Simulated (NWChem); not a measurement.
Ionisation of vinylidene fluoride (C2H2F2)

```xyz
6

C      0.0000     0.0000     1.3820
C      0.0000     0.0000     0.0583
F      1.0734     0.0000    -0.6935
F     -1.0734     0.0000    -0.6935
H     -0.9458     0.0000     1.9203
H      0.9458     0.0000     1.9203
```
Charge 0, spin multiplicity 1.

Program: NWChem. All single points use one geometry, from PBE0/def2-SVP, a minimum by its harmonic frequencies.

Basis set: def2-TZVP. −ε marks an orbital energy of the parent.

B3LYP has NWChem's definition, with VWN1-RPA local correlation.

Question: One of these methods gave a first vertical ionisation energy of 7.50 eV. Which?
A) −ε(HOMO) of B3LYP
B) −ε(HOMO) of HF
C) −ε(HOMO) of TPSS
D) −ε(HOMO) of r2SCAN

Answer: A, −ε(HOMO) of B3LYP. The others give 10.62 (−ε(HOMO) of HF), 6.44 (−ε(HOMO) of TPSS), 6.65 (−ε(HOMO) of r2SCAN).
